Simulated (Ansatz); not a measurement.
The first iterations of a band of a periodic cell of 24 atoms, H$_{3}$C$_{8}$Cl (surface C(111), partly H-covered, underside capped with H, adsorbate Cl2).

All numbers below come from DFT PBEsol, scalar-relativistic, plane waves, PAW in Ansatz 0.2.0. Settings: PAW set soft_1, cutoff 420 eV, k mesh 3x3x1, gaussian smearing 0.05 eV, no spin polarisation.

```json
{"movable images": "4", "climbing image": "from the first iteration", "spring": "5.0 eV/Å²", "optimiser": "quadratic models (default)", "start path": "default", "force threshold": "0.05 eV/Å", "iteration limit": "50", "end points": "relaxed", "atoms held": "1 to 12"}
```

First end point:

```xyz
24
Lattice="5.0487 0.0000 0.0000 2.5244 4.3723 0.0000 0.0000 0.0000 15.7764" Properties=species:S:1:pos:R:3
H 1.262 0.729 1.000
H 3.787 0.729 1.000
H 2.524 2.915 1.000
H 5.049 2.915 1.000
C 1.262 0.729 2.100
C 3.787 0.729 2.100
C 2.524 2.915 2.100
C 5.049 2.915 2.100
C 0.000 1.457 2.615
C 2.524 1.457 2.615
C 1.262 3.644 2.615
C 3.787 3.644 2.615
C 0.000 1.447 4.168
C 2.524 1.478 4.142
C 1.253 3.638 4.168
C 3.796 3.638 4.168
C 0.000 -0.034 4.662
C 2.524 0.035 4.653
C 1.248 2.184 4.635
C 3.800 2.184 4.635
H 1.246 2.184 5.734
H 3.803 2.184 5.734
Cl 0.000 -0.319 6.464
Cl 2.524 0.293 6.445
```

Last end point:

Only the atoms that move by more than 0.05 Å are listed.
```
C17 0.000 0.035 4.653
C18 2.524 -0.034 4.662
Cl23 2.524 -0.319 6.464
Cl24 5.049 0.293 6.445
```

| iteration | highest image above the first end (eV) | largest band force component (eV/Å) |
| --- | --- | --- |
| 1 | 3.436 | 2.191 |
| 2 | 3.001 | 2.390 |
| 3 | 2.349 | 1.891 |
| 4 | 1.990 | 1.049 |
| 5 | 2.005 | 0.696 |
| 6 | 1.985 | 0.830 |

Q: Does the band converge within its limit, and where does its top end?

A: It converged. It ended after 20 iterations with the highest image 1.542 eV above the first end. The order of the stationary point at the top wasn't checked. Limits of this set-up: thin slab, slab without dipole correction, no dispersion correction for a molecule that may bind weakly, PAW files made for another functional.

Time of the run: 6 min on 2 threads of Arm Neoverse V2 (shared host), peak memory 1.1 GiB.
